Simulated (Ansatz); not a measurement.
Cost and result for the atomization energy of C₂H₄ClFGeSi (`F[SiH](Cl)C#[C][GeH3]`) (10 atoms, 9 bonds).

```xyz
10

F     1.7304    2.5291   -1.2715
Si    0.4813    2.3509   -0.3097
Cl    0.9508    3.1577    1.4965
C     0.1320    0.5897   -0.1144
C    -0.1385   -0.5854    0.0171
Ge   -0.5482   -2.4365    0.2278
H    -0.6570    3.0839   -0.8855
H    -0.7288   -2.7149    1.7227
H    -1.8408   -2.7272   -0.5405
H     0.6189   -3.2474   -0.3424
```

Total charge 0; spin multiplicity 1. Correlated methods include outer-core shells of Ge, which these sets cover unevenly. Scalar relativity is left out up to krypton. The geometry is a stationary point of PBE0-D4/def2-TZVP. Program: Ansatz. Hardware: A = 2 threads of a server CPU on a shared host; B = 2 threads of an AMD EPYC 7R13 on a shared host and a share of an NVIDIA H100 80 GB. Times are those of one run each, without the atoms' runs, and a repeat can differ threefold. Electronic energies, without spin–orbit coupling; frozen cores. CCSD(T)/CBS adds CCSD(T) − MP2 in def2-TZVPP to the MP2 limit, and its time is that of the two runs behind it. T1 = 0.012. With those shells the extrapolation isn't a true limit. B3LYP takes the VWN-RPA correlation (the form of Gaussian; ORCA's B3LYP/G).

CCSD(T)/CBS is a level of theory with its own doubt, some kJ/mol a heavy atom from the limit and from the frozen cores, so smaller differences don't rank the functionals.

```csv
level,functions,wall time
BLYP-D4/def2-TZVPP [A],281,5.5 s
PBE0-D4/def2-TZVPP [A],281,10 s
BHLYP-D4/def2-TZVPP [A],281,11 s
r2SCAN-D4/def2-TZVPP (with forces) [A],281,12 s
CCSD(T)/def2-SVP [B],130,12 s
MP2/def2-QZVPP [B],520,12 s
CCSD(T)/def2-TZVPP [B],281,14 s
B3LYP-D4/def2-TZVPP (with forces) [A],281,16 s
PBE-QIDH/def2-TZVPP [A],281,17 s
B97M-V/def2-TZVPP [A],281,17 s
B2PLYP/def2-TZVPP [A],281,19 s
ωB97X-V/def2-TZVPP [A],281,20 s
CCSD(T)/CBS(def2),–,26 s
```

Question: What atomization energy does each give, and how far from CCSD(T)/CBS? (An estimate is asked.)

Answer: Ansatz gave: 
```csv
level,atomization (kcal/mol),difference from CCSD(T)/CBS,per bond
BLYP-D4/def2-TZVPP [A],876.8,-12.2,-1.4
PBE0-D4/def2-TZVPP [A],881.3,-7.7,-0.9
BHLYP-D4/def2-TZVPP [A],854.8,-34.2,-3.8
r2SCAN-D4/def2-TZVPP (with forces) [A],888.7,-0.3,0.0
CCSD(T)/def2-SVP [B],827.2,-61.8,-6.9
MP2/def2-QZVPP [B],903.7,14.7,1.6
CCSD(T)/def2-TZVPP [B],866.1,-22.9,-2.5
B3LYP-D4/def2-TZVPP (with forces) [A],877.9,-11.1,-1.2
PBE-QIDH/def2-TZVPP [A],882.4,-6.6,-0.7
B97M-V/def2-TZVPP [A],893.6,4.6,0.5
B2PLYP/def2-TZVPP [A],875.6,-13.4,-1.5
ωB97X-V/def2-TZVPP [A],887.8,-1.2,-0.1
CCSD(T)/CBS(def2),889.0,0.0,0.0
```

Leaving LDA and LC-ωPBE aside and taking each functional with its dispersion term where it has one, the values, not all of them listed here, spread over 41.9 kcal/mol, from BHLYP-D4 to PBE-D4. LDA lies +117.7 kcal/mol from PBE without D4, its usual overbinding. From BLYP to BHLYP (50 % exact exchange), in def2-TZVPP and without D4, the atomization energy moves by −16.9 kcal/mol: exact exchange takes away binding that semilocal exchange gives to molecules. The D4 term adds +9.8 kcal/mol with B3LYP and +5.2 kcal/mol with PBE0; it sums over pairs of atoms, weighted by their polarisabilities, and B3LYP, whose exchange is more repulsive, gets the larger term.
